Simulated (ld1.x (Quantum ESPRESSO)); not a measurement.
**An all-electron radial function and its pseudo partner (Ge)**

Columns: radius, all-electron u(r) and pseudo u(r) of the 4s shell (level -11.95 eV) of germanium in the configuration [Ar] 3d10 4s2 4p2; LDA (PZ), scalar-relativistic, TM scheme, ld1.x (Quantum ESPRESSO) 7.5.

```json
{"r (bohr)": "0.118", "all-electron": "-0.1981", "pseudo": "-0.0254"}
{"r (bohr)": "0.235", "all-electron": "-0.0426", "pseudo": "-0.0526"}
{"r (bohr)": "0.353", "all-electron": "0.2553", "pseudo": "-0.0842"}
{"r (bohr)": "0.470", "all-electron": "0.3518", "pseudo": "-0.1222"}
{"r (bohr)": "0.588", "all-electron": "0.2720", "pseudo": "-0.1696"}
{"r (bohr)": "0.705", "all-electron": "0.1048", "pseudo": "-0.2278"}
{"r (bohr)": "0.822", "all-electron": "-0.0865", "pseudo": "-0.2983"}
{"r (bohr)": "0.940", "all-electron": "-0.2684", "pseudo": "-0.3806"}
{"r (bohr)": "1.058", "all-electron": "-0.4232", "pseudo": "-0.4700"}
{"r (bohr)": "1.175", "all-electron": "-0.5451", "pseudo": "-0.5580"}
{"r (bohr)": "1.292", "all-electron": "-0.6358", "pseudo": "-0.6363"}
{"r (bohr)": "1.410", "all-electron": "-0.6992", "pseudo": "-0.6977"}
{"r (bohr)": "1.528", "all-electron": "-0.7383", "pseudo": "-0.7377"}
{"r (bohr)": "1.645", "all-electron": "-0.7573", "pseudo": "-0.7572"}
{"r (bohr)": "1.763", "all-electron": "-0.7605", "pseudo": "-0.7605"}
{"r (bohr)": "1.880", "all-electron": "-0.7514", "pseudo": "-0.7514"}
{"r (bohr)": "1.998", "all-electron": "-0.7326", "pseudo": "-0.7326"}
{"r (bohr)": "2.115", "all-electron": "-0.7071", "pseudo": "-0.7071"}
{"r (bohr)": "2.232", "all-electron": "-0.6766", "pseudo": "-0.6766"}
{"r (bohr)": "2.350", "all-electron": "-0.6427", "pseudo": "-0.6427"}
{"r (bohr)": "2.468", "all-electron": "-0.6067", "pseudo": "-0.6067"}
{"r (bohr)": "2.585", "all-electron": "-0.5701", "pseudo": "-0.5701"}
{"r (bohr)": "2.702", "all-electron": "-0.5334", "pseudo": "-0.5334"}
{"r (bohr)": "2.820", "all-electron": "-0.4968", "pseudo": "-0.4968"}
{"r (bohr)": "2.938", "all-electron": "-0.4613", "pseudo": "-0.4613"}
{"r (bohr)": "3.055", "all-electron": "-0.4273", "pseudo": "-0.4273"}
```

Task: How many radial nodes do the two functions have?

Result: The all-electron 4s function has n − l − 1 = 3 (the table is too coarse to show those close to the nucleus); the pseudo-wave has 0, since the states of the same l below it are removed with the core.

Task: At about which radius was the pseudo-wave matched?

Result: 1.80 bohr. The columns agree to 0.0005 from 1.65 bohr on; several derivatives are matched, so the curves merge somewhat inside the radius.

Task: Is the pseudo-wave norm-conserving?

Result: Yes: the TM scheme keeps the norm inside the radius equal to the all-electron one, which fixes the energy derivative of the logarithmic derivative at the level.
